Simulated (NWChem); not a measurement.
Species: C4H2BCl; SMILES C#CB(Cl)C#C

```xyz
8

B      0.0062    -0.0001     0.0000
C      0.7467     1.3263     0.0000
C      1.3572     2.3946     0.0000
H      1.8897     3.3371     0.0000
C      0.7444    -1.3277     0.0000
C      1.3531    -2.3971     0.0000
H      1.8837    -3.3406     0.0000
Cl    -1.7654     0.0014     0.0000
```
Atoms are numbered in this order, from 1.

Level: PBE-D3(BJ)/def2-SVP (NWChem), optimised geometry, unscaled harmonic frequencies. 

```json
[
 {"frequency (cm⁻¹)": "107", "IR intensity (km/mol)": "2.4"},
 {"frequency (cm⁻¹)": "165", "IR intensity (km/mol)": "5.1"},
 {"frequency (cm⁻¹)": "166", "IR intensity (km/mol)": "0.0"},
 {"frequency (cm⁻¹)": "277", "IR intensity (km/mol)": "0.0"},
 {"frequency (cm⁻¹)": "400", "IR intensity (km/mol)": "5.1"},
 {"frequency (cm⁻¹)": "472", "IR intensity (km/mol)": "1.0"},
 {"frequency (cm⁻¹)": "529", "IR intensity (km/mol)": "9.9"},
 {"frequency (cm⁻¹)": "584", "IR intensity (km/mol)": "20.9"},
 {"frequency (cm⁻¹)": "653", "IR intensity (km/mol)": "17.2"},
 {"frequency (cm⁻¹)": "655", "IR intensity (km/mol)": "54.0"},
 {"frequency (cm⁻¹)": "734", "IR intensity (km/mol)": "0.0"},
 {"frequency (cm⁻¹)": "735", "IR intensity (km/mol)": "47.0"},
 {"frequency (cm⁻¹)": "996", "IR intensity (km/mol)": "261.3"},
 {"frequency (cm⁻¹)": "1124", "IR intensity (km/mol)": "211.9"},
 {"frequency (cm⁻¹)": "2101", "IR intensity (km/mol)": "46.8"},
 {"frequency (cm⁻¹)": "2112", "IR intensity (km/mol)": "188.6"},
 {"frequency (cm⁻¹)": "3393", "IR intensity (km/mol)": "58.1"},
 {"frequency (cm⁻¹)": "3393", "IR intensity (km/mol)": "39.6"}
]
```

```
Quantity                                                                            Value
-----------------------------------------------------------------------  ----------------
zero-point energy                                                           26.6 kcal/mol
thermal correction to the enthalpy at 298.15 K (with zero-point energy)     31.4 kcal/mol
heat capacity Cv                                                         22.4 cal/(mol K)
entropy at 298.15 K and 1 atm (symmetry number 2)                        80.1 cal/(mol K)
dipole moment                                                                      1.50 D
```

Rigid rotor and harmonic oscillator.
